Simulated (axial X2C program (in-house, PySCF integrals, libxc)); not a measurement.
CuCl⁻: properties at the nuclei

Calculated with an axial X2C code built on PySCF integrals: two-component X2C with atomic mean-field Coulomb and Gaunt terms, Gaussian nuclei, basis Cu dyall-acv3z, Cl dyall-av3z with contracted cores.

R = 2.176 Å (near the PBE0 minimum at charge -1 of the determinant lowest at the starting distance; the state shown can have its own minimum elsewhere).

Determinant lowest in the PBE0 search, Ω = 1/2 (⟨Sz⟩ = 0.50, ⟨Lz⟩ = 0.00 at PBE0), spin on the atoms Cu 0.46, Cl 0.03:

```tsv
level	Eeff magnitude (GV/cm)	Ws magnitude Cu (kHz)	A∥/gI Cu (MHz)	qzz Cu (a.u.)	A∥/gI Cl (MHz)	qzz Cl (a.u.)
PBE0	0.886	0.735	1440	-0.51	148	1.02
HF	0.555	0.47	886	-1.18	84	0.64
PBE	0.911	0.754	1510	-0.14	164	1.19
LDA	0.988	0.807	1680	-0.18	181	1.22
B3LYP	0.939	0.768	1500	-0.37	167	1.05
```

Determinant 1.64 eV from it at PBE0 and this distance, Ω = 3/2 (⟨Sz⟩ = 0.50, ⟨Lz⟩ = 1.00 at PBE0), spin on the atoms Cu 0.53, Cl -0.03:

```csv
level,Eeff magnitude (GV/cm),Ws magnitude Cu (kHz),Ws magnitude Cl (kHz),A∥/gI Cu (MHz),qzz Cu (a.u.),A∥/gI Cl (MHz),qzz Cl (a.u.)
PBE0,0.00817,0.00159,0.000514,18.2,0.08,1.24,2.08
HF,0.0006,6.2e-05,0.000285,3.62,-0.81,1.17,1.25
PBE,0.0213,0.00458,0.000517,31.6,0.60,1.68,2.44
LDA,0.0189,0.00383,0.000543,32.5,0.65,3.4,2.53
B3LYP,0.00975,0.00173,0.000352,17,0.26,2.06,2.22
```

Eeff is the effective electric field on the electron electric dipole moment in this Ω state and Ws the scalar–pseudoscalar constant of the nucleus named (defined with the proton number Z and per Ω); A∥ (defined per Ω) follows by multiplying with gI = μI/(I μN); qzz is the electric field gradient, eQq0 = 234.96 MHz × Q/barn × qzz. The operators were transformed with the bare-nucleus X2C matrices; with these basis sets, hyperfine constants and field gradients can be off by tens of per cent, and where levels differ in sign neither size nor sign is settled.

Task: With gI(63Cu) = 1.4824, Q(35Cl) = -0.08112 barn (g factors from the IAEA table of nuclear moments by Stone; Q from Pyykkö, Mol. Phys. 2018), turn the PBE0 values of the first state into constants in MHz.

Result: A∥(63Cu) = 1440 × 1.4824 = 2130 MHz; eQq0(35Cl) = 234.96 × (-0.08112) × (1.02) = -19.4 MHz.

Each state is one determinant with collinear spin. Unrestricted Hartree–Fock can overshoot spin polarisation at the nuclei. For an anion, determinants above electron detachment, or with a positive highest level, are held by the basis set. Where Eeff spreads by more than a factor of two the levels disagree and none is to be relied on. The search compared states at one distance, so a state with another bond length can lie lower. Further determinants of the search, some of them spin-mixed, are not shown. Where a field gradient or hyperfine factor spreads by more than a factor of two over the levels, a constant derived from it is not to be relied on. PBE0 term energies can be off by some tenths of an eV.
